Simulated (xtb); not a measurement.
Harmonic IR lines of one isomer of C$_{5}$H$_{4}$FN, unscaled. Method: GFN2-xTB (xtb 6.7.1).

wavenumber (cm⁻¹): 381 (vw), 599 (w), 695 (w), 774 (s), 827 (m), 1011 (m), 1227 (vs), 1249 (s), 1295 (vw), 1410 (vs), 1437 (m), 1575 (s), 1588 (vs), 3072 (w), 3084 (m), 3108 (m), 3115 (w)

Problem. Say which structure gives these lines.
(A) `Fc1cccnc1`
(B) `Fc1ccccn1`
(C) `Fc1ccncc1`

Solution. B, `Fc1ccccn1`
